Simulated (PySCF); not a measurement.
**Worked example: oscillator strength and radiative lifetime**

SrF2, SMILES [F][Sr][F].

Geometry optimised at B3LYP-D3(BJ)/def2-TZVP. The isomer is the one that the SMILES or the coordinates give; other isomers of the formula were not compared. The def2 effective core potentials stand for the cores of Sr; spin–orbit coupling is left out.

TDA-PBE/def2-TZVPD (PySCF) puts the first singlet state with f over 0.02 at 4.83 eV (vertical), with the transition dipole (0.000, -0.422, 0.000) in atomic units.

Task: Find the oscillator strength, the wavelength and the radiative lifetime that this transition would have in vacuum if emission retraced absorption.

Result: 
|μ|² = 0.1781 au, so |μ| = 1.07 D. ΔE = 4.83/27.211 = 0.1775 hartree. f = (2/3) ΔE |μ|² = 0.021 (the program prints 0.021).
λ = 1239.84/4.83 = 257 nm; ν = 38957 cm⁻¹.
Einstein's coefficient A = 0.6670 ν² f s⁻¹ (ν in cm⁻¹) = 2.1e7 s⁻¹, so τ = 1/A = 47 ns. This state is S5; the lower singlets have f = 0.000, 0.001, 0.015, 0.000. The figure is the radiative limit of this one transition; relaxation, internal conversion, crossing to triplets and a medium change what is measured.
